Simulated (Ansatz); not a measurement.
Compare A (`CC1(F)[SiH2]C1=O`) with its isomer B (`FCOC1=C[SiH2]1`).

Calculated with Ansatz (gas phase, PBE0-D4/def2-TZVP geometries, no zero-point term in ΔE). CBS: MP2 limit from def2 TZ/QZ plus the TZ coupled-cluster correction, frozen cores. DFT in def2-TZVPP. B3LYP here is the variant with VWN-RPA as its local correlation; programs differ in this. Each species was taken in one conformer, which may not be the lowest.

(1) Which isomer does CCSD(T)/CBS put lower? Give the gap. (Best estimate.)

(2) Give E(B) − E(A) in kJ/mol with PBE-D4, B3LYP, PBE0-D4, B3LYP-D4, HF/def2-TZVPP, r2SCAN-D4, B2PLYP. (Best estimate.)

Largest T1 diagnostic: 0.016.

## Answers

(1) Computed: B, by 15.3 kJ/mol.

(2) The calculation gave: PBE-D4 9.7, B3LYP -9.8, PBE0-D4 -8.2, B3LYP-D4 -7.2, HF/def2-TZVPP -48.0, r2SCAN-D4 -2.6, B2PLYP -12.8. The order is the other way round with PBE-D4.

In def2-TZVPP, CCSD(T) changes the Hartree–Fock value by +32.5 kJ/mol (the triples alone add +6.5 kJ/mol) and MP2 by +29.6 kJ/mol. From PBE to PBE0 (25 % exact exchange), in def2-TZVPP and without D4, E(B) − E(A) moves by −17.6 kJ/mol.
